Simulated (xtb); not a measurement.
Ti(H)3(OSiH3) (H₆OSiTi), SMILES [SiH3][O][TiH3], multiplicity 1. All values are semi-empirical tight-binding results from xtb (GFN2-xTB unless named), good for trends rather than for accurate numbers. Coordinates come from a GFN2-xTB optimisation. The spin state was assumed, not searched. The structure was generated by enumeration; whether it is a known compound was not checked.

Optimised geometry:

Bond lengths (Å): Ti1–H2 1.697, Ti1–H3 1.698, Ti1–H4 1.698, Ti1–O5 1.723, O5–Si6 1.620, Si6–H7 1.474, Si6–H8 1.474, Si6–H9 1.474. Bond angles (°): H2–Ti1–H3 111.7, H2–Ti1–H4 111.7, H2–Ti1–O5 107.0, H3–Ti1–H4 111.6, H3–Ti1–O5 107.3, H4–Ti1–O5 107.2, Ti1–O5–Si6 178.6, O5–Si6–H7 106.8, O5–Si6–H8 106.7, O5–Si6–H9 106.7, H7–Si6–H8 112.0, H7–Si6–H9 112.0, H8–Si6–H9 112.1.
Charge 0, spin multiplicity 1.

For metal compounds this method's bond lengths and energies can be far off.

| Quantity | Value |
|---|---|
| point group as xtb finds it | C3v |
| orbital gap | 2.72 eV |
| zero-point energy | 26.6 kcal/mol |
| G − E(el) at 298.15 K (modified RRHO) | 7.8 kcal/mol |

Computed atomic charges and the Wiberg bond orders between heavy atoms:
charges (e) Ti1 0.99, H2 -0.27, H3 -0.27, H4 -0.27, O5 -0.52, Si6 0.52, H7 -0.06, H8 -0.06, H9 -0.06. Bond orders Ti1–O5 1.14, O5–Si6 1.05.
